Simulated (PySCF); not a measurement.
## Löwdin shares of the frontier orbitals

Species: C5H7NSSi.
Numbering: `[N:1]#[C:2][CH2:3][C@H:4]1[SiH2:5][CH:6]=[CH:7][S:8]1` (hydrogens: H9, H10 on C3; H11 on C4; H12, H13 on Si5; H14 on C6; H15 on C7)

Level of theory: TDDFT PBE0/def2-SVPD, vertical, gas phase, core orbitals frozen in the response in PySCF. Geometry: GFN2-xTB, one conformer, isolated molecule. Torsions of this conformer, `[N:1]#[C:2][CH2:3][C@H:4]1[SiH2:5][CH:6]=[CH:7][S:8]1`: C2–C3–C4–Si5 64°.

Frontier orbitals with the atoms that hold most of them (Löwdin shares over 4%, at most four atoms; ? is withheld):

```json
{"orbital": "HOMO-3", "ε (eV)": "-9.49", "atoms": "N1 18%, S8 18%, C7 17%, C2 13%"}
{"orbital": "HOMO-2", "ε (eV)": "-9.38", "atoms": "C6 28%, Si5 16%, S8 14%, C7 10%"}
{"orbital": "HOMO-1", "ε (eV)": "-8.96", "atoms": "?"}
{"orbital": "HOMO", "ε (eV)": "?", "atoms": "?"}
{"orbital": "LUMO", "ε (eV)": "-0.78", "atoms": "C7 35%, C6 26%, Si5 11%, S8 10%"}
{"orbital": "LUMO+1", "ε (eV)": "-0.41", "atoms": "S8 35%, Si5 12%, C4 11%, N1 8%"}
{"orbital": "LUMO+2", "ε (eV)": "0.18", "atoms": "Si5 20%, S8 18%, C6 8%, C3 7%"}
```

Q: Which atoms hold the HOMO, and with what shares?

A: S8 (bonded to 2 C) 46%; C6 (bonded to C, Si and H) 22%; C7 (bonded to C, S and H) 15%; C4 (bonded to C, S, Si and H) 4%. By element: sulfur 46%, carbon 42% or more.

Q: Give the leading atoms of the HOMO-1.

A: S8 (bonded to 2 C) 26%; C4 (bonded to C, S, Si and H) 26%; Si5 (bonded to 2 C and 2 H) 16%; C3 (bonded to 2 C and 2 H) 6%. By element: carbon 32% or more, sulfur 26%, silicon 16%.

Q: What is the HOMO energy, and the HOMO–LUMO gap?

A: ε(HOMO) = -6.66 eV; the gap is 5.88 eV (0.2161 hartree).

Q: How does S1 compare with the orbital gap of 5.88 eV?

A: S1 is at 4.87 eV (f = 0.0030), 1.01 eV below the gap, made of HOMO→LUMO+1 (92%). Its leading pair isn't HOMO and LUMO; the energies of that pair differ by 6.25 eV. Without the coupling terms of the response equations the lowest excitation would equal the gap.

Q: One configuration dominates each of S1 and S2. Which, and how do the shares of the two leading atoms of either orbital change from the occupied to the empty one?

A: 
- S1 (4.87 eV, f 0.0030), HOMO→LUMO+1 (92%): S8 46% → 35%, C6 22% → at most 8%, Si5 at most 5% → 12%
- S2 (5.01 eV, f 0.106), HOMO→LUMO (92%): S8 46% → 10%, C6 22% → 26%, C7 15% → 35%
